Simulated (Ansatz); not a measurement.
Al(Cl)(F)(OSiH3) (AlClFH3OSi), SMILES [F][Al]([Cl])[O][SiH3].

Geometry: B3LYP-D3(BJ)/def2-SVP. The structure was generated by enumeration; whether it is a known compound was not checked. Other conformers were not sampled.

Two levels are set side by side: PBE/def2-SVPD (Ansatz, a program for electronic structure) and PBE0/def2-SVPD (Ansatz). Energy differences of separate SCF runs at the same geometry; the states with an electron removed or added have multiplicity 2 and 2. Differences are taken from unrounded values.

| quantity | PBE0 |
|---|---|
| vertical ionisation energy (eV) | 11.11 |
| vertical singlet–triplet gap (eV) | 6.37 |

Task: What does PBE give, and how far is it from PBE0? (An estimate is asked for; the answer gives what the named calculation found.)

Result: 
| quantity | PBE | PBE minus PBE0 |
|---|---|---|
| vertical ionisation energy (eV) | 10.50 | -0.61 |
| vertical singlet–triplet gap (eV) | 5.60 | -0.78 |
